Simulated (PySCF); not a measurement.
# How methods differ on the interval between two levels of Ge⁺

Ge⁺ [Ar] 3d10 4s2 4p1 [2P3/2, M_J = 3/2] → Ge⁺ [Ar] 3d10 4s1 4p1 5s1 [4P5/2, M_J = 5/2], as a difference of total energies. Calculation: PySCF 2.14, in x2c-TZVPall-2c with one added diffuse shell each of s, p, d type (7s8p5d1f, 63 functions); the two-component X2C-1e Hamiltonian. Correlated levels: [Ne] frozen. "Screened" scales the spin-orbit matrix elements by Boettger's factors to mimic the two-electron term; Breit and QED terms are absent.

```tsv
method	interval between two levels (cm⁻¹)
GHF (spin-free)	109390
GMP2 (spin-free)	118870
GHF (screened spin-orbit)	109550
GMP2 (screened spin-orbit)	119040
```

The labels give the starting determinants; with spin-orbit coupling the two ends relaxed to ⟨J²⟩ = 3.76, ⟨L²⟩ = 2.01, ⟨S²⟩ = 0.75 and ⟨J²⟩ = 8.77, ⟨L²⟩ = 2.02, ⟨S²⟩ = 3.75.

The promoted electron is Rydberg-like, and one or two diffuse shells describe it only roughly, which tends to raise the upper state.
